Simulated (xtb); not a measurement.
C2H2O, SMILES C1=CO1. All values are semi-empirical tight-binding results from xtb (GFN2-xTB unless named), good for trends rather than for accurate numbers. Geometry: GFN2-xTB.

Computed properties:
```json
{
  "point_group_as_xtb_finds_it": "C2v",
  "orbital_gap": "3.30 eV",
  "dipole_moment": "2.81 D",
  "zero_point_energy": "18.2 kcal/mol",
  "G − E(el) at 298.15 K (modified RRHO)": "3.4 kcal/mol",
  "static polarisability (D4 model)": "27.0 bohr³",
  "solvation energy, GFN2-xTB/ALPB(water)": "-4.2 kcal/mol",
  "solvation energy, GFN2-xTB/ALPB(thf)": "-5.3 kcal/mol"
}
```

Question: Give the IR lines (harmonic; lines under 4 % of the strongest left out, lines within 3 cm⁻¹ merged). (Estimate from the structure and the level; the computed values follow.)

Answer: ν (cm⁻¹): 713 (vs), 877 (m), 1154 (vs), 3293 (m) (against the strongest line: vs over 80 %, s over 45 %, m over 15 %, w over 4 %, vw less)
